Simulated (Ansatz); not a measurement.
## BBrGeH2Si: where a starting geometry ends

The starting geometry of this gas-phase singlet was optimised with GFN2-xTB.

```xyz
6

B     0.8267   -0.3526    0.3458
Br   -0.5300   -0.4398    3.6597
Ge   -0.0779   -1.8264    1.7377
Si    2.1420    0.1413    1.6536
H    -0.1081    0.3814    0.2198
H     1.1428   -0.9531   -0.6331
```

Question: Where would you expect an optimisation with PBE0-D3(BJ)/def2-SVP to take it?

Answer: New bonds form, giving a structure with Br2 bridging Ge3 and Si4, H5 bridging Ge3 and B1, given below by its coordinates. Contacts that close: Br2–Si4 (3.39 → 2.53 Å), Ge3–H5 (2.68 → 1.88 Å).

The energy falls by 0.71 eV over 10 steps:

```json
{"step": "1", "E − E(last) (eV)": "0.706"}
{"step": "2", "E − E(last) (eV)": "0.483"}
{"step": "3", "E − E(last) (eV)": "0.298"}
{"step": "4", "E − E(last) (eV)": "0.107"}
{"step": "5", "E − E(last) (eV)": "0.033"}
{"step": "6", "E − E(last) (eV)": "0.003"}
{"step": "7", "E − E(last) (eV)": "0.002"}
{"step": "8", "E − E(last) (eV)": "0.002"}
{"step": "9", "E − E(last) (eV)": "0.000"}
{"step": "10", "E − E(last) (eV)": "0.000"}
```

Final geometry (Å):

```yaml
atoms:
  - { symbol: B, position_ang: [0.8898, -0.3436, 0.3896] }
  - { symbol: Br, position_ang: [-0.1000, -0.0632, 3.4276] }
  - { symbol: Ge, position_ang: [-0.2688, -1.7057, 1.5125] }
  - { symbol: Si, position_ang: [1.9694, -0.0860, 1.9749] }
  - { symbol: H, position_ang: [-0.3948, -0.2074, 0.3867] }
  - { symbol: H, position_ang: [1.2999, -0.6433, -0.7077] }
```

Frequencies at the end are all real (lowest 145 cm⁻¹). Run with Ansatz 0.2.0, 23 s on 2 threads of Intel(R) Xeon(R) Platinum 8375C CPU @ 2.90GHz (Ice Lake), on a shared host.
